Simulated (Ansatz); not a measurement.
`S[SiH2][GeH3]` + H₂Te → `S[SiH2][TeH]` + GeH₄ at 700 K and 1 bar (cleavage of the Si–Ge bond).

Gas-phase electronic energies from Ansatz, PBE0-D4/def2-TZVP geometries. CCSD(T)/CBS adds triple-zeta CCSD(T) − MP2 to the extrapolated MP2 energy (def2 sets, frozen cores). Elements past krypton have def2 core potentials. For Ge, Te outer-core shells are correlated without core-valence functions, which leaves a few kJ/mol of doubt a bond. Scalar relativity is left out up to krypton. One conformer a species, not always the lowest.

```
        species  CCSD(T)/CBS energy (Eh)  H − E (kJ/mol)  S (J/(mol·K))
`S[SiH2][GeH3]`              -2766.59259           204.9          458.9
           H₂Te               -268.91024            57.2          261.6
 `S[SiH2][TeH]`               -957.02579           151.1          434.7
           GeH₄              -2078.49493           112.9          267.3
```

H − E and S are ideal-gas, rigid-rotor, harmonic terms from PBE0-D4/def2-TZVP, for one conformer and one mirror image of each species. 1 Eh = 2625.50 kJ/mol, R = 8.31446 J/(mol·K).

Problem. By hand: ΔE, ΔH, ΔS and ΔG.

Solution. ΔE = (-957.02579) + (-2078.49493) − (-2766.59259) − (-268.91024) = -0.01789 Eh = -47.0 kJ/mol. Δ(H − E) = 151.1 + 112.9 − 204.9 − 57.2 = 1.9, so ΔH = -45.1 kJ/mol. ΔS = 434.7 + 267.3 − 458.9 − 261.6 = -18.5 J/(mol·K). ΔG = -45.1 − 700 × (-18.5)/1000 = -32.2 kJ/mol.

Problem. By hand: the equilibrium constant, and the temperature at which ΔG would vanish if ΔH and ΔS stayed fixed.

Solution. log₁₀ K = −ΔG/(RT ln 10) = 2.4. ΔG = 0 at ΔH/ΔS = 2438 K, though so small a ΔS makes that figure unsure.

ΔH outweighs TΔS. A doubt of 5 kJ/mol in ΔE shifts log₁₀ K by 0.4 here. Other conformers and mirror images would add mixing entropy, several J/(mol·K) or more a flexible species. These are equilibria of isolated gas molecules and say nothing of rates. Largest T1 diagnostic: 0.012 (customary marks: 0.02 for closed shells, 0.045 for open ones).
